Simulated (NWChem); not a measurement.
System: NH3Se; SMILES N[SeH]

Parts of the log:

```
             Northwest Computational Chemistry Package (NWChem) 7.3.0
             --------------------------------------------------------

 CS  symmetry detected

                             Geometry "geometry" -> ""
                             -------------------------

 Output coordinates in angstroms (scale by  1.889725989 to convert to a.u.)

  No.       Tag          Charge          X              Y              Z
 ---- ---------------- ---------- -------------- -------------- --------------
    1 Se                  34.0000     0.04636884    -0.38745127     0.00000000
    2 H                    1.0000    -1.41421356    -0.64324922     0.00000000
    3 N                    7.0000     0.08072205     1.45221584     0.00000000
    4 H                    1.0000    -0.36369072     1.82554076     0.82739600
    5 H                    1.0000    -0.36369072     1.82554076    -0.82739600

 Effective nuclear repulsion energy (a.u.)     105.0544426988

      Symmetry information
      --------------------

 Group name             Cs
 Group number              2
 Group order               2
 No. of unique centers     4

                                 NWChem DFT Module
                                 -----------------

 Summary of "ao basis" -> "ao basis" (spherical)
 ------------------------------------------------------------------------------
       Tag                 Description            Shells   Functions and Types
 ---------------- ------------------------------  ------  ---------------------
 Se                        def2-tzvp                16       48   6s5p4d1f
 H                         def2-tzvp                 4        6   3s1p
 N                         def2-tzvp                11       31   5s3p2d1f

      Symmetry analysis of basis
      --------------------------

        a'         64
        a"         33

            General Information
            -------------------
          SCF calculation type: DFT
          Wavefunction type:  closed shell.
          No. of atoms     :     5
          No. of electrons :    44
           Alpha electrons :    22
            Beta electrons :    22
          Charge           :     0
          Spin multiplicity:     1
          Use of symmetry is: on ; symmetry adaption is: on
          Maximum number of iterations: 150
          AO basis - number of functions:    97
                     number of shells:    39
          Convergence on energy requested:  1.00D-06
          Convergence on density requested:  1.00D-05
          Convergence on gradient requested:  5.00D-04

              XC Information
              --------------
                     Hartree-Fock (Exact) Exchange  1.000
                   CAM-Becke88 Exchange Functional  1.000
                      VWN V Correlation Functional  0.190 local
              Lee-Yang-Parr Correlation Functional  0.810

           Range-Separation Parameters
           ---------------------------
           Alpha           :  0.19
           Beta            :  0.46
           Gamma           :  0.33
           Short-Range HF  :     F

             Grid Information
             ----------------
          Grid used for XC integration:  medium
          Radial quadrature: Mura-Knowles
          Angular quadrature: Lebedev.
          Tag              B.-S. Rad. Rad. Pts. Rad. Cut. Ang. Pts.
          ---              ---------- --------- --------- ---------
          Se                  1.15      112           9.0       590
          H                   0.35       45           9.0       434
          N                   0.65       49           9.0       434
          Grid pruning is: on
          Number of quadrature shells:   251
          Spatial weights used:  Erf1

      Superposition of Atomic Density Guess
      -------------------------------------

 Sum of atomic energies:       -2455.61750599

      Non-variational initial energy
      ------------------------------

 Total energy =   -2456.253918
 1-e energy   =   -3627.563024
 2-e energy   =    1066.254663
 HOMO         =      -0.265095
 LUMO         =      -0.007003

      Symmetry analysis of molecular orbitals - initial
      -------------------------------------------------

  Numbering of irreducible representations:

     1 a'          2 a"

  Orbital symmetries:

     1 a'          2 a'          3 a'          4 a'          5 a"
     6 a'          7 a'          8 a'          9 a'         10 a"
    11 a'         12 a'         13 a"         14 a'         15 a"
    16 a'         17 a'         18 a"         19 a'         20 a'
    21 a'         22 a"         23 a'         24 a'         25 a'
    26 a"         27 a'         28 a'         29 a"         30 a"
    31 a'         32 a'

   convergence    iter        energy       DeltaE   RMS-Dens  Diis-err
 ---------------- ----- ----------------- --------- --------- ---------
 d= 0,ls=0.0,diis     1  -2458.1780930516 -2.56D+03  4.15D-03  6.12D-01
 d= 0,ls=0.0,diis     2  -2458.2050481193 -2.70D-02  1.78D-03  7.26D-02
 d= 0,ls=0.0,diis     3  -2458.2088232241 -3.78D-03  7.84D-04  2.81D-02
 d= 0,ls=0.0,diis     4  -2458.2114430315 -2.62D-03  1.87D-04  2.11D-03
 d= 0,ls=0.0,diis     5  -2458.2116479978 -2.05D-04  5.90D-05  4.41D-05
  Resetting Diis
 d= 0,ls=0.0,diis     6  -2458.2116527289 -4.73D-06  2.14D-05  5.34D-06
 d= 0,ls=0.0,diis     7  -2458.2116535540 -8.25D-07  9.10D-06  1.62D-07

         Total DFT energy =    -2458.211653554030
      One electron energy =    -3628.730837617243
           Coulomb energy =     1160.743460225804
    Exchange-Corr. energy =      -95.278718861395
 Nuclear repulsion energy =      105.054442698804

 Numeric. integr. density =       44.000015653778

                  Occupations of the irreducible representations
                  ----------------------------------------------

[...]
```

Level: CAM-B3LYP/def2-TZVP, vertical spin-unrestricted ions. Coordinates come from a PBE0-D3(BJ)/def2-TZVP optimisation.

Task: Write an input that gives this output.

Result: Several could match; the one computed here: the input that was run:
```
start job
memory heap 200 mb stack 900 mb global 1100 mb
geometry units angstroms noautoz
  Se     0.051900    -0.381493     0.000000
  H     -1.408318    -0.639363     0.000000
  N      0.083643     1.458221     0.000000
  H     -0.361299     1.830915     0.827396
  H     -0.361299     1.830915    -0.827396
end
basis spherical
  * library def2-tzvp
end
dft
  xc xcamb88 1.00 lyp 0.81 vwn_5 0.19 hfexch 1.00
  cam 0.33 cam_alpha 0.19 cam_beta 0.46
  iterations 150
  vectors input atomic output neutral.movecs
end
task dft energy
charge 1
dft
  odft
  mult 2
  vectors input atomic output cation.movecs
end
task dft energy
```
